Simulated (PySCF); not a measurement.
CH7InN2, SMILES [CH3][In]([NH2])[NH2].

Coordinates come from a PBE-D3(BJ)/def2-SVP optimisation. The def2 effective core potentials stand for the cores of In; spin–orbit coupling is left out. The values are those of a single conformer.

Calculation: PBE-D3(BJ)/def2-SVP run with PySCF 2.14.0.

Frequencies are harmonic and unscaled.

A small imaginary wavenumber (i) marks a very flat motion, where grid noise or a shallow saddle decides the sign.

Computed harmonic wavenumbers and intensities:
| mode | ν (cm⁻¹) | IR (km/mol) | Raman (Å⁴/amu) | depolarisation | moving atoms (share of kinetic energy) |
|---|---|---|---|---|---|
| 1 | 11i | 0.2 | 0.1 | 0.75 | H 97 % |
| 2 | 96 | 1.1 | 3.6 | 0.75 | C 36 %, H 26 %, N 25 %, In 12 % |
| 3 | 122 | 6.8 | 2.6 | 0.48 | N 46 %, In 22 %, H 20 %, C 13 % |
| 4 | 124 | 1.2 | 3.4 | 0.57 | N 55 %, H 23 %, In 17 % |
| 5 | 207 | 7.5 | 0.2 | 0.75 | H 97 % |
| 6 | 266 | 18.7 | 0.4 | 0.75 | H 95 % |
| 7 | 360 | 114.0 | 0.9 | 0.75 | H 70 %, N 29 % |
| 8 | 407 | 159.8 | 23.6 | 0.04 | H 56 %, N 38 % |
| 9 | 485 | 38.6 | 22.0 | 0.20 | C 66 %, H 24 %, In 8 % |
| 10 | 567 | 31.2 | 14.2 | 0.75 | N 62 %, H 24 %, In 15 % |
| 11 | 569 | 38.7 | 24.1 | 0.16 | N 58 %, H 32 %, In 9 % |
| 12 | 660 | 1.8 | 0.1 | 0.74 | H 90 % |
| 13 | 679 | 26.5 | 1.5 | 0.20 | H 84 %, C 15 % |
| 14 | 735 | 55.9 | 0.9 | 0.75 | H 85 %, C 10 % |
| 15 | 759 | 54.6 | 0.8 | 0.37 | H 88 %, N 11 % |
| 16 | 1132 | 0.1 | 7.3 | 0.11 | H 83 %, C 17 % |
| 17 | 1382 | 0.6 | 9.6 | 0.75 | H 95 % |
| 18 | 1384 | 1.5 | 10.0 | 0.75 | H 95 % |
| 19 | 1470 | 3.0 | 9.3 | 0.75 | H 91 %, N 9 % |
| 20 | 1486 | 12.8 | 4.3 | 0.39 | H 92 %, N 8 % |
| 21 | 2990 | 6.1 | 144.9 | 0.00 | H 98 % |
| 22 | 3099 | 3.1 | 89.0 | 0.75 | H 91 %, C 9 % |
| 23 | 3110 | 4.2 | 95.6 | 0.75 | H 90 %, C 10 % |
| 24 | 3439 | 6.0 | 41.4 | 0.37 | H 96 % |
| 25 | 3440 | 1.2 | 374.8 | 0.09 | H 96 % |
| 26 | 3542 | 4.8 | 156.8 | 0.75 | H 92 %, N 8 % |
| 27 | 3542 | 3.6 | 74.3 | 0.75 | H 92 %, N 8 % |
